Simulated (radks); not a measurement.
Valence configurations of Sb2+ (all share [Kr]). Method: Dirac Kohn-Sham, PBE, spin-unpolarised, spherical densities, finite nucleus; open shells fill j = l - 1/2 first; Fermi nuclear charge, rms radius 4.6802 fm; computed with a radial shooting solver on a logarithmic mesh with Libxc functionals. Energies are relative to 4d10 5s2 5p1; eigenvalues in eV.

valence          E (eV)  e(4d3/2)  e(4d5/2)  e(5p1/2)  e(5p3/2)  e(5s1/2)
4d10 5s2 5p1      0.000   -52.406   -51.156   -20.586         -   -29.292
4d8 5s2 5p3      71.273   -65.506   -64.135   -24.384   -23.267   -34.249
4d9 5s2 5p2      32.813   -58.847   -57.537   -22.469         -   -31.757
4d10 5s1 5p2      8.759   -53.613   -52.359   -21.198         -   -30.009
4d10 5p3         18.539   -55.040   -53.781   -21.924   -21.002         -
4d8.5 5s2 5p2.5  51.442   -62.182   -60.842   -23.439   -22.385   -33.019
4d9.5 5s2 5p1.5  15.844   -55.633   -54.353   -21.542         -   -30.543
4d9 5s1 5p3      43.165   -60.231   -58.916   -23.164   -22.146   -32.569
4d9.5 5s1.5 5p2  20.357   -56.219   -54.937   -21.837         -   -30.888
4d9.5 5s1 5p2.5  25.373   -56.927   -55.642   -22.196   -21.239   -31.307

NIST lists [Kr] 4d10 5s2 5p1 as the ground configuration; this level of theory agrees among the configurations tried. The energies are those of spherical spin-averaged densities, not of single terms.
